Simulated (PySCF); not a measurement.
Si(F)3(NCO) (CF3NOSi), SMILES O=C=N[Si](F)(F)F. Geometry: PBE-D3(BJ)/def2-SVP. The values are those of a single conformer.

**Question.** Give the equilibrium geometry at PBE-D3(BJ)/def2-SVP (PySCF confirms it by a frequency run) as bond lengths and angles, and its point group. (An estimate is asked for; the answer gives what the named calculation found.)

**Answer.** This is not unique; one that fits is point group C3v.
Atoms: O1 C2 N3 Si4 F5 F6 F7. Bonded distances (Å): O1–C2 1.175, C2–N3 1.212, N3–Si4 1.686, Si4–F5 1.608, Si4–F6 1.608, Si4–F7 1.608. Angles (°): O1–C2–N3 180.0, C2–N3–Si4 180.0, N3–Si4–F5 110.5, N3–Si4–F6 110.5, N3–Si4–F7 110.5, F5–Si4–F6 108.4, F5–Si4–F7 108.4, F6–Si4–F7 108.4.
